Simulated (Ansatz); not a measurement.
Consider the ligand exchange at a B–F bond: `FB(Cl)Cl` + `OCC(F)(F)F` → `FC(F)(F)COB(Cl)Cl` + H–F.

Calculated with Ansatz (gas phase, PBE0-D4/def2-TZVP geometries, no zero-point term in ΔE). CCSD(T)/CBS is the MP2 limit (def2-TZVPP, def2-QZVPP) plus CCSD(T) − MP2 in def2-TZVPP, frozen cores. This one scheme is used for every species. DFT in def2-TZVPP. HSE06 is defined as in plane-wave codes. One conformer a species, not always the lowest.

```json
{"level": "r2SCANh-D4", "ΔE (kcal/mol)": "3.4", "difference from CCSD(T)/CBS": "2.4"}
{"level": "r2SCAN0-D4", "ΔE (kcal/mol)": "3.1", "difference from CCSD(T)/CBS": "2.1"}
{"level": "HSE06-D4", "ΔE (kcal/mol)": "2.4", "difference from CCSD(T)/CBS": "1.4"}
{"level": "BHLYP-D4", "ΔE (kcal/mol)": "2.6", "difference from CCSD(T)/CBS": "1.6"}
{"level": "PBE0", "ΔE (kcal/mol)": "4.0", "difference from CCSD(T)/CBS": "3.0"}
{"level": "r2SCAN0", "ΔE (kcal/mol)": "3.8", "difference from CCSD(T)/CBS": "2.8"}
{"level": "CAM-B3LYP", "ΔE (kcal/mol)": "4.7", "difference from CCSD(T)/CBS": "3.7"}
{"level": "LC-ωPBE", "ΔE (kcal/mol)": "4.1", "difference from CCSD(T)/CBS": "3.1"}
{"level": "CCSD/def2-TZVPP", "ΔE (kcal/mol)": "2.4", "difference from CCSD(T)/CBS": "1.4"}
{"level": "CCSD/CBS(def2)", "ΔE (kcal/mol)": "1.7", "difference from CCSD(T)/CBS": "0.7"}
{"level": "CCSD(T)/CBS", "ΔE (kcal/mol)": "1.0", "difference from CCSD(T)/CBS": "0"}
```

What do rigid-rotor, harmonic-oscillator terms from PBE0-D4/def2-TZVP frequencies (298.15 K, 1 bar) make of the CCSD(T)/CBS value? (Best estimate.)

The calculation gave: ΔZPE = -1.4 kcal/mol, ΔH = +0.6 kcal/mol, ΔS = -20 J/(mol·K), ΔG = +2.0 kcal/mol. Modes under 50 cm⁻¹ make the entropy rough.

Largest T1 diagnostic among the species: 0.012.

The D4 term adds −2.8 kcal/mol with B3LYP and −1.7 kcal/mol with PBE0; it sums over pairs of atoms, weighted by their polarisabilities, and B3LYP, whose exchange is more repulsive, gets the larger term. Leaving LDA and LC-ωPBE aside and taking each functional with its dispersion term where it has one, the values, not all of them listed here, spread over 2.2 kcal/mol, from revPBE-D4 to B97M-V. LDA lies −2.5 kcal/mol from PBE without D4.

B3LYP here is the variant with VWN-RPA as its local correlation; programs differ in this.
